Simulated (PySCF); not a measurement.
Electron correlation in Tl⁷⁶⁺ (thallium, charge +76)

Starting occupation: [He] 2s2 2p1, 2p3/2 with m_j = +3/2. Calculation: PySCF 2.14, in an even-tempered Gaussian basis (16 s from 67 bohr⁻², ratio 2.4; 13 p from 87 bohr⁻², ratio 2.4; 5 d from 280 bohr⁻², ratio 2.6; 4 f from 420 bohr⁻², ratio 2.6); X2C-1e with screened-nucleus spin-orbit coupling, Gaussian nucleus. Frozen: nothing; 5 electrons correlated; the 26 highest virtual spinors left out.

MP2 pair energies summed by pair of shells (mhartree):

```csv
pair,energy,share (%)
2s1/2-2s1/2,-185.85,55.7
1s1/2-1s1/2,-68.56,20.5
2p3/2-2s1/2,-43.24,13.0
1s1/2-2s1/2,-26.32,7.9
1s1/2-2p3/2,-9.95,3.0
```

Total MP2 correlation energy: -333.93 mhartree.

At this charge the one-electron X2C treatment keeps the bare 1/r₁₂, with no two-electron picture change or Breit term. That inflates the 1s pair energies well beyond their four-component values.
